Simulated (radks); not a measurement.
Values are calculated unless marked as measured or tabulated.
Q: Radial electron density D(r) = 4 pi r^2 rho(r) of an atom or ion with 65 electrons. Code: a radial shooting solver on a logarithmic mesh with Libxc functionals. Model: scalar-relativistic Kohn-Sham, PBE, spin-unpolarised, spherical densities, finite nucleus; Fermi nuclear charge, rms radius of each element as measured or else 0.836 A^(1/3) + 0.57 fm.

```
   r/bohr * D(r) (the largest magnitude, 118, reaches the edge; | marks zero)
0.0007612 |*
0.0008862 | *
 0.001032 | *
 0.001211 |  *
 0.001409 |   *
 0.001641 |    *
  0.00191 |     *
 0.002224 |       *
 0.002589 |        *
 0.003038 |           *
 0.003537 |             *
 0.004117 |                *
 0.004793 |                    *
  0.00558 |                       *
 0.006496 |                           *
 0.007623 |                               *
 0.008874 |                                  *
  0.01033 |                                     *
  0.01203 |                                       *
    0.014 |                                        *
   0.0163 |                                        *
  0.01913 |                                       *
  0.02227 |                                     *
  0.02592 |                                    *
  0.03018 |                                    *
  0.03513 |                                      *
  0.04123 |                                          *
    0.048 |                                                *
  0.05588 |                                                    *
  0.06505 |                                                      *
  0.07573 |                                                    *
  0.08816 |                                               *
   0.1035 |                                          *
   0.1204 |                                        *
   0.1402 |                                           *
   0.1632 |                                               *
     0.19 |                                                *
   0.2212 |                                          *
   0.2596 |                                *
   0.3022 |                        *
   0.3518 |                    *
   0.4096 |                      *
   0.4768 |                        *
   0.5596 |                       *
   0.6514 |                   *
   0.7584 |             *
   0.8829 |         *
    1.028 |      *
    1.197 |     *
    1.404 |    *
    1.635 |  *
    1.903 | *
    2.215 |*
    2.579 |*
    3.002 *
    3.523 *
    4.102 *
    4.775 *
    5.559 *
    6.472 *
    7.534 *
    8.841 *
    10.29 *
```

What is the nuclear charge?

A: Z = 66. The innermost maximum, from 1s, lies near gamma/Z bohr with gamma = sqrt(1 - (Z/c)^2) = 0.876, here 0.0133 bohr (found: 0.0146), and its height grows with Z. The density is that of the dysprosium ion Dy+ in [Xe] 4f10 6s1; the configuration itself is not fixed sharply by these data, and Z only to a few units. D(r) has 4 maxima, at r = 0.0146, 0.0651, 0.181, 0.496 bohr, and minima at 0.0279, 0.119, 0.355 bohr, inside which lie 1.93, 11.10, 29.50 electrons.
